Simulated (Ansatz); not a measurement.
Mulliken charges of CH₆AsBO (`B[AsH]CO`) from ωB97M-V/def2-TZVPP in Ansatz (PBE0-D4/def2-TZVP geometry).

```json
{"atom": "B1", "x (Å)": "-1.745", "y (Å)": "0.721", "z (Å)": "0.175", "charge (e)": "-0.174"}
{"atom": "As2", "x (Å)": "-0.052", "y (Å)": "0.578", "z (Å)": "1.183", "charge (e)": "0.028"}
{"atom": "C3", "x (Å)": "0.934", "y (Å)": "-0.751", "z (Å)": "0.125", "charge (e)": "-0.192"}
{"atom": "O4", "x (Å)": "0.994", "y (Å)": "-0.366", "z (Å)": "-1.229", "charge (e)": "-0.295"}
{"atom": "H5", "x (Å)": "-2.252", "y (Å)": "-0.277", "z (Å)": "-0.241", "charge (e)": "0.076"}
{"atom": "H6", "x (Å)": "-2.329", "y (Å)": "1.760", "z (Å)": "0.127", "charge (e)": "0.084"}
{"atom": "H7", "x (Å)": "0.665", "y (Å)": "1.832", "z (Å)": "0.733", "charge (e)": "0.017"}
{"atom": "H8", "x (Å)": "0.397", "y (Å)": "-1.697", "z (Å)": "0.266", "charge (e)": "0.140"}
{"atom": "H9", "x (Å)": "1.932", "y (Å)": "-0.850", "z (Å)": "0.567", "charge (e)": "0.144"}
{"atom": "H10", "x (Å)": "1.541", "y (Å)": "-1.001", "z (Å)": "-1.703", "charge (e)": "0.171"}
```

Task: By hand: the dipole of these point charges (1 e Å = 4.8032 D).

Result: Σ q r = (0.071, -0.230, 0.174) e Å, of length 0.297 e Å = 1.43 D.

Task: How does the dipole of the full density compare? (Best estimate.)

Result: Computed: (0.275, -0.312, -0.075) e Å, 2.03 D; the point charges give 0.70 times that, at 51° from its direction.

Point charges leave out the atoms' own dipoles, such as those of lone pairs, and Mulliken's split depends on the basis, so the two needn't agree.
